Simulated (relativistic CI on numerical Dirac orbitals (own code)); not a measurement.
## Tc2+: resonant inelastic scattering at the L2,3 edge

Computed with this model: Dirac-Coulomb-Breit CI, separate exchange-only KLI orbitals for each configuration, a model potential for QED, Kramers-Heisenberg scattering through one core-hole configuration in a parametric crystal field, unscaled Slater integrals; configurations [Kr] 4d5 → [He] 2s2 2p5 3s2 3p6 3d10 4s2 4p6 4d6; 80 K; core-hole width 2.4 eV; summed over polarisations. Incident energies are the highest absorption maxima for each field (at most a few, so the weaker spin-orbit partner edge can be absent), on the computed scale of the free ion. Intensities are in per cent of the strongest line above 0.02 eV; levels within 1 cm⁻¹ are merged; final levels count from the ground level, the first row holds all elastic scattering, lines under 0.4 are left out and each table stops after 24 rows. The scale of the Slater integrals is a model choice and moves the terms in proportion.

Field parameters in Wybourne normalisation: D3d B²₀ = −7Dσ, B⁴₀ = −14Dq − 21Dτ, B⁴₃ = −14√(10/7) Dq. The field is a parameter set, without covalency.

S is read from ⟨S²⟩ = S(S + 1).

D3d, 10Dq = 20700, Dσ = -1200, Dτ = -170 cm⁻¹:

```
Final level (eV)  Degeneracy  Irrep     S  2680.1 eV  2796.5 eV
           0.000           2     Γ4  0.62     1219.2      120.2
           0.166           2  Γ5+Γ6  2.47        0.9        0.9
           0.166           2     Γ4  2.46        1.4        1.0
           0.171           2     Γ4  2.44        2.2        4.0
           0.396           2     Γ4  0.63       43.6       13.0
           0.507           2  Γ5+Γ6  0.61       32.2       24.3
           0.845           2  Γ5+Γ6  1.50       14.6        5.5
           0.859           2     Γ4  1.51       14.5       15.5
           0.980           2     Γ4  1.50       22.6        8.2
           0.992           2  Γ5+Γ6  1.50       14.7        7.4
           1.006           2     Γ4  1.50       12.3       10.7
           1.034           2     Γ4  1.50       21.4       19.1
           1.475           2     Γ4  1.49       27.2        7.5
           1.482           2  Γ5+Γ6  1.49       25.2       14.4
           1.863           2     Γ4  1.49        6.1        5.7
           1.871           2     Γ4  1.49        4.3        4.4
           1.879           2  Γ5+Γ6  1.49        7.1        2.5
           1.890           2     Γ4  1.50        4.0        1.0
           2.225           2     Γ4  0.53       96.5       25.7
           2.275           2  Γ5+Γ6  0.54      100.0       23.8
           2.307           2     Γ4  0.53       62.4       33.1
           2.355           2     Γ4  0.55       33.8       19.1
           2.461           2  Γ5+Γ6  0.53       27.5       10.0
           2.508           2     Γ4  0.55       26.5       12.2
```

D3d, 10Dq = 20700, Dσ = -860, Dτ = -170 cm⁻¹:

```
Final level (eV)  Degeneracy  Irrep     S  2680.1 eV  2796.5 eV
           0.000           2     Γ4  0.70     1271.4      113.8
           0.114           2  Γ5+Γ6  2.47        1.2        1.3
           0.115           2     Γ4  2.46        1.4        1.0
           0.121           2     Γ4  2.41        3.2        4.8
           0.339           2     Γ4  0.62       43.9       13.0
           0.442           2  Γ5+Γ6  0.60       33.7       21.3
           0.829           2  Γ5+Γ6  1.50       14.2        5.7
           0.844           2     Γ4  1.51       16.5       17.5
           0.953           2     Γ4  1.51       22.5        8.5
           0.963           2  Γ5+Γ6  1.50       13.2        6.5
           0.976           2     Γ4  1.49       10.8        9.6
           0.998           2     Γ4  1.50       22.6       20.4
           1.482           2     Γ4  1.49       25.5        7.1
           1.488           2  Γ5+Γ6  1.49       25.2       14.2
           1.769           2     Γ4  1.49        7.0        6.5
           1.775           2     Γ4  1.49        5.5        5.8
           1.781           2  Γ5+Γ6  1.49        7.6        2.9
           1.789           2     Γ4  1.50        4.4        1.1
           2.211           2     Γ4  0.53      100.0       26.8
           2.276           2  Γ5+Γ6  0.54       94.3       23.1
           2.301           2     Γ4  0.53       48.2       17.1
           2.342           2     Γ4  0.54       44.7       33.1
           2.448           2  Γ5+Γ6  0.53       31.5       10.2
           2.470           2     Γ4  0.55       26.7       11.9
```

For the first field the strongest loss at the lowest incident energy is the level at 2.28 eV (S = 0.54, against 0.62 in the thermal ground state). Levels of other spin, the first over 8 % at 0.85 eV, appear because spin-orbit coupling of the core hole, and in heavier ions of the valence shell too, mixes spins.
